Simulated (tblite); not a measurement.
`C([Si@H](CCl)C(Cl)Cl)#CC`. Computed geometry: GFN2-xTB, gas phase.

```
atom  x, y, z in Å
C1     3.2496    0.6234   -0.8684
C2     1.9582    0.1685   -0.4213
C3     0.8720   -0.2179   -0.0636
Si4   -0.7763   -0.7463    0.5489
C5    -1.9233   -1.0980   -0.9377
Cl6   -3.5100   -1.6289   -0.3113
C7    -1.5378    0.7618    1.4821
Cl8   -1.5555    2.1794    0.4107
Cl9   -0.5568    1.1198    2.9180
H10    3.9797    0.5088   -0.0680
H11    3.5707    0.0411   -1.7312
H12    3.1928    1.6743   -1.1497
H13   -0.7593   -1.8758    1.4764
H14   -1.5477   -1.8988   -1.5683
H15   -2.1041   -0.2230   -1.5570
H16   -2.5597    0.6205    1.8291
```

(1) What is the repulsion energy of the bare nuclei, Σ ZA·ZB/RAB?

(2) What is the longest distance between nuclei?

(3) Work out the bond lengths C1–H10, C1–H11, C5–H14, C7–H16 in pm.

(4) How far apart are these pairs, which share no bond: Si4···Cl9, Si4···H15, Cl8···H16, H10···H11?

(5) What are the angles H10–C1–H11, C5–Si4–H13, C5–Si4–C7, Cl6–C5–H14, Si4–C5–H14, Si4–C5–H15, Si4–C5–Cl6, Cl8–C7–Cl9?

(6) Write the matrix of distances between heavy atoms (Å, lower triangle).

Answers

(1) 758.19 Eh over 120 pairs, with full nuclear charges and distances in bohr; the largest single term is 52.75 Eh (Cl8 with Cl9).

(2) Cl6···H10, 7.79 Å; the next longest distance is 7.52 Å.

(3) For C1–H10 the difference vector is (0.7301, -0.1146, 0.8004) Å, of length 1.0894 Å. C1–H10 108.9; C1–H11 108.9; C5–H14 108.6; C7–H16 108.8 pm.

(4) Si4···Cl9 3.024 Å (2 bonds apart); Si4···H15 2.544 Å (2 bonds apart); Cl8···H16 2.335 Å (2 bonds apart); H10···H11 1.775 Å (2 bonds apart).

(5) From the scalar product of the two bond vectors; for H10–C1–H11 it is -0.3894 Å² over 1.0894 × 1.0893 Å², cos θ = -0.3281. H10–C1–H11 109.2°; C5–Si4–H13 111.0°; C5–Si4–C7 106.5°; Cl6–C5–H14 107.0°; Si4–C5–H14 112.3°; Si4–C5–H15 113.3°; Si4–C5–Cl6 108.4°; Cl8–C7–Cl9 109.4°.

(6) 
```
C1    0.000
C2    1.440  0.000
C3    2.647  1.207  0.000
Si4   4.482  3.042  1.836  0.000
C5    5.452  4.115  3.058  1.910  0.000
Cl6   7.147  5.757  4.610  2.999  1.787  0.000
C7    5.335  4.025  3.026  1.930  3.076  3.581  0.000
Cl8   5.210  4.133  3.445  3.031  3.563  4.341  1.777  0.000
Cl9   5.392  4.287  3.567  3.024  4.653  5.168  1.775  2.899  0.000
```

GFN2-xTB frequencies show an imaginary mode (27i cm⁻¹), so the point is no minimum at that level. 3 starts were optimised and ended at 0.00, 1.21 and 1.57 kcal/mol (GFN2-xTB); the lowest of these is shown.

The run took 0.78 s on Arm Neoverse V1, one thread, shared host with 32 logical CPUs at a one-minute load of 20. These figures are those of the optimisation.
